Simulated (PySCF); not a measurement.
C4H7O, SMILES C[CH]C(C)=O, multiplicity 2.

The structure is a stationary point at TPSSh-D3(BJ)/def2-SVP. The isomer is the one that the SMILES or the coordinates give; other isomers of the formula were not compared. Other conformers were not sampled.

Computed with TPSSh-D3(BJ)/def2-SVP in PySCF.

No scaling factor is applied to the harmonic values.

Computed normal modes with their intensities:
| mode | ν (cm⁻¹) | IR (km/mol) | moving atoms (share of kinetic energy) |
|---|---|---|---|
| 1 | 39 | 0.1 | H 94 % |
| 2 | 115 | 0.2 | H 93 % |
| 3 | 156 | 0.8 | C 56 %, H 40 % |
| 4 | 254 | 6.7 | C 45 %, H 28 %, O 27 % |
| 5 | 408 | 6.6 | C 48 %, H 29 %, O 23 % |
| 6 | 515 | 0.0 | C 46 %, H 45 %, O 9 % |
| 7 | 597 | 5.5 | C 55 %, O 25 %, H 21 % |
| 8 | 655 | 10.0 | H 72 %, C 27 % |
| 9 | 794 | 8.0 | C 52 %, H 39 %, O 9 % |
| 10 | 951 | 16.4 | H 55 %, C 37 %, O 8 % |
| 11 | 963 | 1.0 | H 71 %, C 29 % |
| 12 | 1020 | 2.2 | H 54 %, C 45 % |
| 13 | 1035 | 29.6 | H 52 %, C 41 % |
| 14 | 1139 | 3.3 | C 63 %, H 34 % |
| 15 | 1211 | 48.4 | H 54 %, C 44 % |
| 16 | 1368 | 1.1 | H 79 %, C 21 % |
| 17 | 1377 | 31.9 | H 75 %, C 25 % |
| 18 | 1423 | 12.3 | H 62 %, C 37 % |
| 19 | 1454 | 23.1 | H 94 % |
| 20 | 1467 | 11.8 | H 96 % |
| 21 | 1470 | 4.2 | H 96 % |
| 22 | 1482 | 20.4 | H 63 %, C 36 % |
| 23 | 1635 | 61.4 | C 62 %, O 32 % |
| 24 | 3004 | 13.1 | H 97 % |
| 25 | 3033 | 4.9 | H 97 % |
| 26 | 3060 | 10.6 | H 91 %, C 9 % |
| 27 | 3109 | 10.5 | H 91 %, C 9 % |
| 28 | 3144 | 0.3 | H 91 %, C 9 % |
| 29 | 3159 | 17.4 | H 92 %, C 8 % |
| 30 | 3164 | 7.9 | H 91 %, C 9 % |
